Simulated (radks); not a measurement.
Q: Charge is removed step by step from the 1s down level of N2+, starting from 1s(up 1, down 1) 2s2 2p1. Calculated with a radial shooting solver on a logarithmic mesh with Libxc functionals: scalar-relativistic Kohn-Sham, LDA (Slater exchange, Perdew-Wang correlation), spin-polarised, spherical densities, finite nucleus; open shells are filled with parallel spins first; Fermi nuclear charge, rms radius 2.5582 fm. At the starting occupation the eigenvalue is -419.98 eV. Estimate the energy to remove one whole electron from this level, the eigenvalue at the end, and how far E(n) bends from a straight line.

A: Delta-SCF 453.53 eV; final eigenvalue -477.91 eV; the deviation from the straight line is -7.885 eV at 0.5 electron removed, the largest on the grid computed. Slater's transition state (half an electron removed) gives 455.03 eV. Integrating minus the eigenvalue over the occupation (Janak's theorem) gives 453.50 eV. In this scalar-relativistic scheme the density is built from large components alone, so the theorem holds only approximately. The mean slope of the eigenvalue, de/dn, is 57.9 eV per electron.
